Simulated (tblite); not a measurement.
Record of a relaxation.

C2H10GeN2Si.
Bonds: C1–C2 (double), C2–N3, N3–Si4, N3–N5, N5–Ge6. Hydrogens: H7, H8 on C1; H9 on C2; H10, H11, H12 on Si4; H13 on N5; H14, H15, H16 on Ge6.

Computed with GFN2-xTB (tblite), gas phase: L-BFGS steps from a force-field or distance-geometry start until the largest atomic force falls under 0.01 eV/Å. 5 of its 163 geometries are shown.

Step 0: E = -512.1217 eV, largest atomic force 3.351 eV/Å
```
atom  x, y, z in Å  |  force x, y, z in eV/Å
C1      2.055   -1.437   -0.108   -1.054   0.985   0.360
C2      1.318   -0.570    0.613    0.471  -1.468  -2.214
N3      0.320    0.127   -0.099    0.681   3.171   0.843
Si4     0.511    1.921   -0.201    0.742  -1.476   0.756
N5     -0.749   -0.552   -0.679   -0.447  -0.724   0.093
Ge6    -2.323   -0.549    0.266   -0.683  -0.306   0.098
H7      2.821   -1.992    0.365    0.476  -0.542   0.001
H8      1.833   -1.536   -1.171    0.316  -0.191   0.507
H9      1.518   -0.454    1.661   -0.337   0.514   0.192
H10     1.195    2.303    1.071   -0.263  -0.139  -0.358
H11    -0.743    2.629   -0.320   -0.354  -0.042  -0.132
H12     1.453    2.227   -1.292   -0.196  -0.041  -0.069
H13    -0.853   -0.412   -1.688    0.299   0.022   0.386
H14    -3.234    0.547   -0.304   -0.006  -0.305   0.182
H15    -2.170   -0.285    1.776    0.180  -0.084  -0.630
H16    -2.960   -1.957    0.098    0.174   0.626  -0.016
```

Step 40: E = -512.8598 eV, largest atomic force 0.218 eV/Å
```
atom  x, y, z in Å  |  force x, y, z in eV/Å
C1      1.792   -1.655    0.008    0.044   0.111  -0.021
C2      1.536   -0.438    0.471   -0.018   0.016  -0.037
N3      0.393    0.301    0.182   -0.003  -0.064   0.044
Si4     0.454    2.026   -0.049    0.092  -0.191   0.051
N5     -0.605   -0.454   -0.492    0.040   0.150  -0.036
Ge6    -2.303   -0.560    0.130    0.070   0.000  -0.109
H7      2.688   -2.179    0.277    0.052  -0.014   0.086
H8      1.126   -2.151   -0.675   -0.019  -0.029   0.093
H9      2.219    0.084    1.132   -0.096  -0.041  -0.099
H10     1.189    2.556    1.096   -0.025  -0.007  -0.017
H11    -0.940    2.466   -0.129    0.031  -0.026   0.032
H12     1.159    2.291   -1.310   -0.021   0.142  -0.044
H13    -0.478   -0.392   -1.497   -0.061  -0.081  -0.026
H14    -3.186    0.575   -0.320   -0.053   0.025   0.085
H15    -2.215   -0.632    1.609    0.000   0.046   0.058
H16    -2.838   -1.828   -0.445   -0.033  -0.038  -0.059
```

Step 81: E = -512.9366 eV, largest atomic force 0.033 eV/Å
```
atom  x, y, z in Å  |  force x, y, z in eV/Å
C1      1.742   -1.731    0.200    0.003  -0.001  -0.008
C2      1.577   -0.422    0.335    0.006   0.017  -0.005
N3      0.463    0.310   -0.035    0.010   0.011  -0.018
Si4     0.417    2.044   -0.036    0.004  -0.008   0.003
N5     -0.582   -0.439   -0.622    0.010  -0.005   0.020
Ge6    -2.248   -0.534    0.062   -0.005   0.000   0.006
H7      2.650   -2.205    0.524   -0.006   0.003   0.018
H8      0.984   -2.363   -0.225   -0.006   0.005  -0.004
H9      2.347    0.202    0.764    0.003  -0.012   0.007
H10     1.235    2.466    1.097    0.010   0.002  -0.012
H11    -0.993    2.402    0.118   -0.010   0.003   0.008
H12     0.933    2.595   -1.299   -0.002  -0.018   0.000
H13    -0.452   -0.540   -1.622   -0.013   0.015   0.005
H14    -3.100    0.696   -0.141   -0.002   0.002   0.018
H15    -2.096   -0.792    1.524   -0.002   0.007  -0.012
H16    -2.883   -1.677   -0.656    0.002  -0.020  -0.026
```

Step 122: E = -512.9715 eV, largest atomic force 0.055 eV/Å
```
atom  x, y, z in Å  |  force x, y, z in eV/Å
C1      1.541   -1.732    0.525   -0.035   0.026  -0.012
C2      1.485   -0.408    0.471    0.000  -0.010  -0.001
N3      0.543    0.360   -0.183    0.015  -0.011  -0.004
Si4     0.446    2.087   -0.142    0.011   0.043  -0.014
N5     -0.491   -0.348   -0.846    0.012  -0.004  -0.021
Ge6    -2.091   -0.686   -0.049    0.000  -0.001  -0.026
H7      2.337   -2.221    1.055   -0.028  -0.006   0.000
H8      0.813   -2.357    0.037   -0.005   0.026   0.002
H9      2.226    0.205    0.965    0.003  -0.014   0.000
H10     1.754    2.532    0.321   -0.033   0.018   0.009
H11    -0.648    2.548    0.728    0.048  -0.013  -0.024
H12     0.163    2.484   -1.529    0.003   0.022   0.036
H13    -0.536   -0.040   -1.811   -0.012  -0.038   0.021
H14    -2.858    0.526    0.415   -0.007   0.012  -0.002
H15    -1.820   -1.545    1.139    0.010  -0.031   0.004
H16    -2.872   -1.396   -1.106    0.019  -0.018   0.032
```

Step 162: E = -512.9820 eV, largest atomic force 0.008 eV/Å
```
atom  x, y, z in Å  |  force x, y, z in eV/Å
C1      1.433   -1.722    0.553    0.004   0.000  -0.001
C2      1.457   -0.399    0.453   -0.002  -0.001   0.000
N3      0.571    0.388   -0.254   -0.001   0.004   0.002
Si4     0.481    2.114   -0.154    0.000   0.004  -0.006
N5     -0.480   -0.312   -0.899    0.005   0.000  -0.001
Ge6    -2.029   -0.738   -0.042   -0.006   0.004   0.004
H7      2.183   -2.241    1.120   -0.004  -0.001  -0.001
H8      0.684   -2.317    0.060    0.000  -0.002  -0.002
H9      2.219    0.189    0.944   -0.003  -0.004  -0.001
H10     1.801    2.550    0.281    0.000  -0.004   0.002
H11    -0.570    2.556    0.773   -0.002   0.006   0.000
H12     0.148    2.556   -1.513   -0.001   0.001   0.000
H13    -0.583    0.040   -1.843    0.005  -0.002  -0.003
H14    -2.871    0.431    0.406    0.000  -0.001   0.007
H15    -1.669   -1.547    1.156   -0.002  -0.001   0.002
H16    -2.783   -1.538   -1.052    0.005  -0.004  -0.001
```

**Question.** Summarise the path.

**Answer.** The energy falls by 19.84 kcal/mol from step 0 to step 162; nine tenths of that is first reached at step 47. It falls at every step. The largest force goes from 3.351 to 0.008 eV/Å. Among the bonds N3–Si4 changes most, from 1.807 to 1.731 Å; the atoms move by 1.009 Å rms after alignment.

**Question.** Follow the three bonds and two angles with the largest change from start to end.

**Answer.** 
```
step  E above end (kcal/mol)  largest force (eV/Å)  N3–Si4 (Å)  Ge6–H16 (Å)  Ge6–H15 (Å)  N3–C2–H9 (°)  C1–C2–N3 (°)
   0                   19.84                 3.351       1.807        1.554        1.541         124.8         115.8
   7                    9.85                 0.259       1.724        1.493        1.484         112.3         125.4
  14                    8.42                 0.199       1.728        1.502        1.492         113.8         126.8
  21                    7.13                 0.287       1.739        1.486        1.479         111.7         125.7
  28                    5.12                 0.644       1.738        1.482        1.485         113.1         125.1
  35                    3.47                 0.183       1.734        1.497        1.491         112.7         125.3
  42                    2.51                 0.178       1.744        1.495        1.490         112.7         125.3
  49                    1.69                 0.182       1.738        1.497        1.486         111.8         126.1
  56                    1.36                 0.099       1.737        1.496        1.489         112.4         126.6
  63                    1.22                 0.077       1.736        1.493        1.491         112.0         126.9
  70                    1.13                 0.059       1.734        1.494        1.491         112.1         126.4
  77                    1.08                 0.032       1.735        1.495        1.492         112.2         126.5
  85                    1.03                 0.044       1.733        1.496        1.490         112.3         126.4
  92                    1.00                 0.039       1.734        1.492        1.491         112.2         126.4
  99                    0.93                 0.078       1.731        1.494        1.493         111.7         126.4
 106                    0.76                 0.071       1.730        1.494        1.491         112.2         126.3
 113                    0.50                 0.083       1.731        1.493        1.496         112.3         126.7
 120                    0.27                 0.101       1.730        1.493        1.489         111.6         127.1
 127                    0.18                 0.057       1.732        1.494        1.492         111.9         127.0
 134                    0.11                 0.032       1.731        1.493        1.492         112.2         126.6
 141                    0.08                 0.015       1.732        1.493        1.493         112.1         126.5
 148                    0.04                 0.061       1.732        1.492        1.491         112.1         126.4
 155                    0.01                 0.019       1.731        1.493        1.490         112.0         126.6
 162                    0.00                 0.008       1.731        1.493        1.490         112.1         126.6
```

What follows is the cost of the whole relaxation. Hardware: INTEL XEON PLATINUM 8581C at 2.30 GHz, one thread, on a shared host. Cost: 0.86 s wall.
